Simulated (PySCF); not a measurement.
Geometry (Å), atoms numbered from 1 in this order:
```xyz
15

C    -0.0410    1.1302    0.9803
O    -0.2331   -0.0721    0.2394
Al   -2.0224   -0.7580    0.0478
C     0.7204   -0.2632   -0.8411
C     2.2253   -0.3177   -0.4327
O     2.9435   -0.5096   -1.4217
O     2.5011   -0.1627    0.7700
H    -0.2823    2.0013    0.3449
H     1.0086    1.1386    1.3075
H    -0.7307    1.0941    1.8338
H    -1.8063   -2.2512   -0.5170
H    -2.5887   -0.6365    1.5577
H    -2.7145    0.2733   -0.9945
H     0.4445   -1.2218   -1.2996
H     0.5625    0.5385   -1.5836
```

Total charge -1.

Geometry: PBE0-D3(BJ)/def2-SVP; GIAO shifts from PySCF 2.14, gas phase, non-relativistic, averaged over equivalent atoms.

At CAM-B3LYP/pcSseg-1 (166 basis functions, 46 s wall time on 1 thread of an Arm Neoverse N1, shared host):
| atoms | δ (ppm) |
| --- | --- |
| C5 | 169.2 |
| C4 | 72.1 |
| C1 | 56.0 |
| O6/O7 | 344.1 |
| O2 | 20.9 |
| Al3 | 67.2 |
| H8/H9/H10 | 4.23 |
| H11/H12/H13 | 3.84 |
| H14/H15 | 3.47 |

References, each an isolated molecule treated in the same way: TMS for ¹³C (182.45 ppm), ¹H (31.33 ppm); ¹⁷O (338.55 ppm) vs H2O; AlH4- for ²⁷Al (485.84 ppm).

Question: Predict the values at PBE0/pcSseg-1 on the same geometry.

Answer: 
| atoms | δ at PBE0/pcSseg-1 | change |
| --- | --- | --- |
| C5 | 165.1 | -4.1 |
| C4 | 69.9 | -2.2 |
| C1 | 55.3 | -0.7 |
| O6/O7 | 343.1 | -1.0 |
| O2 | 19.7 | -1.2 |
| Al3 | 67.3 | +0.1 |
| H8/H9/H10 | 4.19 | -0.04 |
| H11/H12/H13 | 3.98 | +0.14 |
| H14/H15 | 3.45 | -0.02 |

Scale: ¹³C (σ = 184.41 ppm), ¹H (σ = 31.27 ppm) vs TMS; ¹⁷O (σ = 334.56 ppm) vs H2O; ²⁷Al (σ = 489.28 ppm) vs AlH4- (reference shieldings calculated alike).

The largest change is at C5 (carboxylate carbon). Cost: 166 basis functions, 37 s wall time on 1 thread of an Arm Neoverse N1, shared host. The order of the carbon signals is the same at both levels.

Unscaled 17O shifts of doubly bonded oxygen tend to come out too high, by tens of ppm or more. Experimental scales use liquid or dissolved standards, which lie at an offset from isolated H2O (liquid H2O: subtract about 36 ppm).
